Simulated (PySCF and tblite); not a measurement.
Results of a calculation; reference values are marked as such.
Stationary points of C4H4BClF2 at GFN2-xTB, in Å:

Structure A

```
 1 F     2.661    1.406    0.804
 2 B     2.054    0.783   -0.186
 3 F     2.661    0.893   -1.351
 4 C     0.776   -0.028    0.007
 5 C    -0.522   -0.190    0.045
 6 C    -1.868    0.353   -0.085
 7 Cl   -1.815    2.097   -0.499
 8 C     0.244   -1.428    0.340
 9 H    -2.418   -0.155   -0.880
10 H    -2.418    0.258    0.855
11 H     0.323   -2.205   -0.410
12 H     0.323   -1.784    1.360
```

Structure B

```
 1 F     2.023    2.084   -0.460
 2 B     2.057    0.771   -0.327
 3 F     3.272    0.254   -0.333
 4 C     0.804   -0.073   -0.180
 5 C    -0.506   -0.180   -0.104
 6 C    -1.843    0.390   -0.097
 7 Cl   -1.800    2.174   -0.283
 8 C     0.233   -1.470   -0.008
 9 H    -2.437   -0.012   -0.922
10 H    -2.350    0.170    0.846
11 H     0.230   -2.148   -0.852
12 H     0.319   -1.962    0.952
```

Geometries: GFN2-xTB; energies: PBE0/pcSseg-1 + D3(BJ), IEF-PCM chloroform; zero-point and thermal terms from GFN2-xTB harmonic modes (soft modes blended into free rotors).

Problem. Which structure is a saddle point, and along which motion?

Solution. A: one imaginary mode (52i cm⁻¹ at GFN2-xTB, mostly on F1, F3, C8), along the rotation about the B2–C4 bond (torsion F1–B2–C4–C5 from 0° to 180°, rising).

Problem. Give their symmetry and energies above the lowest.

Solution. A Cs, 2.5 kcal/mol; B Cs, 0.0 kcal/mol.
